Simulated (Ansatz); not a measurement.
Z-matrix (Å, degrees):
```
C
C 1 1.519
H 1 1.091 2 110.0
H 1 1.093 2 111.3 3 -119.6
H 1 1.093 2 111.3 3 119.6
C 2 1.528 1 109.6 3 -60.2
C 2 1.528 1 109.6 3 60.3
N 2 1.460 1 109.9 3 -179.9
H 6 1.092 2 110.4 1 -59.2
H 6 1.094 2 110.7 1 -178.9
H 6 1.093 2 111.0 1 61.3
H 7 1.092 2 110.4 1 59.1
H 7 1.093 2 111.0 1 -61.3
H 7 1.094 2 110.7 1 178.9
Ga 8 1.794 2 134.3 1 -0.5
H 8 1.011 2 112.4 1 179.7
Cl 15 2.125 8 128.3 2 0.1
Cl 15 2.135 8 115.6 2 -180.0
```

Charge 0, multiplicity 1.

Q: List the B3LYP/def2-TZVPP orbital energies in eV (the Gaussian-basis code of Ansatz). (Estimate.)

A: Ansatz gave: Occupied: -10138.79, -2762.40, -2762.22, -1250.48, -1107.74, -1107.66, -1107.61, -389.70, -278.29, -276.76, -276.74, -276.73, -257.13, -256.95, -196.15, -196.02, -196.00, -195.97, -195.85, -195.83, -150.65, -104.06, -103.91, -103.81, -24.99, -24.10, -24.05, -23.81, -23.73, -23.58, -22.02, -21.61, -20.95, -19.16, -19.09, -15.60, -13.61, -13.23, -12.53, -12.15, -11.35, -11.11, -10.65, -10.33, -10.33, -10.01, -9.69, -9.48, -9.36, -8.83, -8.77, -8.62, -7.07. Lowest empty: -1.21, -0.68, 0.51, 1.43, 1.80, 2.02, 2.14, 2.16.

B3LYP here is the variant with VWN-RPA as its local correlation; programs differ in this.
